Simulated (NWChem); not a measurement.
System: SnSiH4S, singlet; SMILES [SiH3][Sn][SH]

Parts of the log:

```
             Northwest Computational Chemistry Package (NWChem) 7.3.0
             --------------------------------------------------------

                             Geometry "geometry" -> ""
                             -------------------------

 Output coordinates in angstroms (scale by  1.889725989 to convert to a.u.)

  No.       Tag          Charge          X              Y              Z
 ---- ---------------- ---------- -------------- -------------- --------------
    1 Sn                  50.0000     0.53937500    -0.17164400    -0.70798600
    2 S                   16.0000    -1.06788800    -1.54410500     0.50918100
    3 H                    1.0000    -0.45214800    -2.72861400     0.28821600
    4 Si                  14.0000    -0.91422300     1.98490100    -0.10393400
    5 H                    1.0000    -2.12071800     1.69795500     0.73587700
    6 H                    1.0000    -1.37283900     2.65365700    -1.36720100
    7 H                    1.0000    -0.06357100     2.98346800     0.62568300

 Effective nuclear repulsion energy (a.u.)     406.8319462202

                                 NWChem DFT Module
                                 -----------------

 Summary of "ao basis" -> "ao basis" (spherical)
 ------------------------------------------------------------------------------
       Tag                 Description            Shells   Functions and Types
 ---------------- ------------------------------  ------  ---------------------
 Sn                        def2-svpd                12       32   5s4p3d
 S                         def2-svpd                11       27   5s4p2d
 H                         def2-svpd                 4        8   2s2p
 Si                        def2-svpd                10       24   5s3p2d

            General Information
            -------------------
          SCF calculation type: DFT
          Wavefunction type:  closed shell.
          No. of atoms     :     7
          No. of electrons :    56
           Alpha electrons :    28
            Beta electrons :    28
          Charge           :     0
          Spin multiplicity:     1
          Use of symmetry is: off; symmetry adaption is: off
          Maximum number of iterations: 150
          AO basis - number of functions:   115
                     number of shells:    49
          Convergence on energy requested:  1.00D-06
          Convergence on density requested:  1.00D-05
          Convergence on gradient requested:  5.00D-04

              XC Information
              --------------
                         PBE0 Method XC Functional
                     Hartree-Fock (Exact) Exchange  0.250
          PerdewBurkeErnzerhof Exchange Functional  0.750
            Perdew 1991 LDA Correlation Functional  1.000 local
           PerdewBurkeErnz. Correlation Functional  1.000 non-local

             Grid Information
             ----------------
          Grid used for XC integration:  medium
          Radial quadrature: Mura-Knowles
          Angular quadrature: Lebedev.
          Tag              B.-S. Rad. Rad. Pts. Rad. Cut. Ang. Pts.
          ---              ---------- --------- --------- ---------
          Sn                  1.45      123          12.0       590
          S                   1.00       88          13.0       590
          H                   0.35       45          14.0       434
          Si                  1.10       88          13.0       590
          Grid pruning is: on
          Number of quadrature shells:   479
          Spatial weights used:  Erf1

      Superposition of Atomic Density Guess
      -------------------------------------

 Sum of atomic energies:        -937.18039044

      Non-variational initial energy
      ------------------------------

 Total energy =    -901.886636
 1-e energy   =   -1754.881966
 2-e energy   =     638.827391
 HOMO         =      -0.205256
 LUMO         =      -0.066424

   convergence    iter        energy       DeltaE   RMS-Dens  Diis-err
 ---------------- ----- ----------------- --------- --------- ---------
 d= 0,ls=0.0,diis     1   -903.9014937203 -1.12D+03  1.17D-02  2.38D-01
 d= 0,ls=0.0,diis     2   -903.8835131657  1.80D-02  6.37D-03  2.94D-01
 d= 0,ls=0.0,diis     3   -903.9383784177 -5.49D-02  1.80D-03  3.16D-02
 d= 0,ls=0.0,diis     4   -903.9441985454 -5.82D-03  3.86D-04  1.01D-03
 d= 0,ls=0.0,diis     5   -903.9443791599 -1.81D-04  1.10D-04  6.08D-05
  Resetting Diis
 d= 0,ls=0.0,diis     6   -903.9443904569 -1.13D-05  3.60D-05  6.15D-06
 d= 0,ls=0.0,diis     7   -903.9443917731 -1.32D-06  9.14D-06  1.63D-07
 d= 0,ls=0.0,diis     8   -903.9443917697  3.47D-09  5.39D-06  2.17D-07

         Total DFT energy =     -903.944391769661
      One electron energy =    -1757.022155543616
           Coulomb energy =      704.735701581257
    Exchange-Corr. energy =      -65.825877166836
 Nuclear repulsion energy =      214.167939359534

 Numeric. integr. density =       55.999980110124

                       DFT Final Molecular Orbital Analysis
                       ------------------------------------

 Vector   26  Occ=2.000000D+00  E=-2.998904D-01
              MO Center= -5.0D-01, -4.4D-01, -8.7D-03, r^2= 4.6D+00
   Bfn.  Coefficient  Atom+Function         Bfn.  Coefficient  Atom+Function
  ----- ------------  ---------------      ----- ------------  ---------------
    44      0.328989  2 S  px                13     -0.270867  1 Sn py
    41      0.245309  2 S  px                46     -0.238768  2 S  pz
    45      0.209095  2 S  py                 3     -0.206870  1 Sn s
    43     -0.178094  2 S  pz                42      0.156435  2 S  py
     4     -0.153892  1 Sn s                 80      0.142477  4 Si py

 Vector   27  Occ=2.000000D+00  E=-2.854956D-01
              MO Center= -8.9D-01, -1.4D+00,  3.7D-01, r^2= 2.2D+00
   Bfn.  Coefficient  Atom+Function         Bfn.  Coefficient  Atom+Function
  ----- ------------  ---------------      ----- ------------  ---------------
    46      0.481482  2 S  pz                43      0.353035  2 S  pz
    44      0.305202  2 S  px                41      0.223817  2 S  px
    40      0.200769  2 S  pz                14      0.133229  1 Sn pz
    38      0.127281  2 S  px                12      0.084879  1 Sn px
    49      0.075094  2 S  pz                45      0.068941  2 S  py

 Vector   28  Occ=2.000000D+00  E=-2.384103D-01
              MO Center=  1.1D-01,  2.7D-01, -5.0D-01, r^2= 4.7D+00
   Bfn.  Coefficient  Atom+Function         Bfn.  Coefficient  Atom+Function
  ----- ------------  ---------------      ----- ------------  ---------------
     3      0.318851  1 Sn s                 71     -0.315130  4 Si s
    12      0.291557  1 Sn px                 4      0.280240  1 Sn s
    80      0.259135  4 Si py                13     -0.218429  1 Sn py
    77      0.200308  4 Si py                15      0.158051  1 Sn px
    14     -0.153297  1 Sn pz                79     -0.152980  4 Si px

 Vector   29  Occ=0.000000D+00  E=-1.063894D-01
              MO Center=  3.5D-01, -1.4D-01, -5.9D-01, r^2= 4.2D+00
   Bfn.  Coefficient  Atom+Function         Bfn.  Coefficient  Atom+Function
  ----- ------------  ---------------      ----- ------------  ---------------
    17      0.441515  1 Sn pz                14      0.437905  1 Sn pz
    15      0.279396  1 Sn px                12      0.277314  1 Sn px
    46     -0.213090  2 S  pz                43     -0.140783  2 S  pz
    11     -0.139077  1 Sn pz                44     -0.135405  2 S  px
     8     -0.130083  1 Sn pz               101      0.112002  6 H  s

 Vector   30  Occ=0.000000D+00  E=-3.248594D-02
              MO Center=  2.3D-01, -1.4D-01, -5.2D-01, r^2= 7.3D+00
   Bfn.  Coefficient  Atom+Function         Bfn.  Coefficient  Atom+Function
  ----- ------------  ---------------      ----- ------------  ---------------
    37      0.605821  2 S  s                 72     -0.327314  4 Si s
    13     -0.324900  1 Sn py                71      0.321177  4 Si s
    16     -0.304062  1 Sn py                36     -0.264346  2 S  s
     5     -0.231788  1 Sn s                 93     -0.229939  5 H  s
    44     -0.217439  2 S  px                35     -0.202939  2 S  s

 Vector   31  Occ=0.000000D+00  E=-4.973775D-03
              MO Center=  4.7D-01, -1.6D-01, -6.7D-01, r^2= 1.0D+01
   Bfn.  Coefficient  Atom+Function         Bfn.  Coefficient  Atom+Function
  ----- ------------  ---------------      ----- ------------  ---------------
     5      1.839519  1 Sn s                 72     -1.031479  4 Si s
     4     -0.970359  1 Sn s                 71      0.884788  4 Si s
     3     -0.382976  1 Sn s                 37     -0.311560  2 S  s
    12      0.228081  1 Sn px                45      0.210020  2 S  py
    93     -0.157927  5 H  s                  2      0.149738  1 Sn s

     Multipole analysis of the density
     ---------------------------------

     L   x y z        total         alpha         beta         nuclear
     -   - - -        -----         -----         ----         -------
     0   0 0 0      0.000000    -28.000000    -28.000000     56.000000

     1   1 0 0      0.654378     21.140968     21.140968    -41.627557
     1   0 1 0     -0.165194     -3.780065     -3.780065      7.394936
     1   0 0 1     -0.388882      7.932606      7.932606    -16.254094

[...]

 DFT Linear Response polarizability / au
 Frequency  =       0.0000000 / au
              X              Y              Z
 -----------------------------------------------
 X      99.8681744     -4.9204258    -14.2568217
 Y      -4.9204303    129.5924973     -4.6887442
 Z     -14.2568211     -4.6887467     85.8833680
 -----------------------------------------------
 Eigenvalues =     108.6263425    130.5336422     76.1840550
 Isotropic   =     105.1146799
 Anisotropic =      47.3619543
 -----------------------------------------------

 Magnetic Dipole Response Matrix (nonzero elements):

 Exiting AOResponse driver routine
```

Level: PBE0/def2-SVPD with def2 effective core potentials on Sn. Low-valent species are run as closed-shell singlets; no triplet was tried in these runs. Structure relaxed at the PBE0/def2-SVP level. No frequency run checked for a minimum. def2 effective core potentials on Sn; no spin-orbit coupling.

Reconstruct the input file.

Several could match; the one computed here: the input that was run:
```
start job
memory heap 200 mb stack 900 mb global 1100 mb
geometry units angstroms noautosym nocenter noautoz
  Sn     0.539375    -0.171644    -0.707986
  S     -1.067888    -1.544105     0.509181
  H     -0.452148    -2.728614     0.288216
  Si    -0.914223     1.984901    -0.103934
  H     -2.120718     1.697955     0.735877
  H     -1.372839     2.653657    -1.367201
  H     -0.063571     2.983468     0.625683
end
basis spherical
  * library def2-svpd
end
ecp
  Sn library def2-ecp
end
dft
  xc pbe0
  iterations 150
end
property
  response 1 0.0
end
task dft property
```
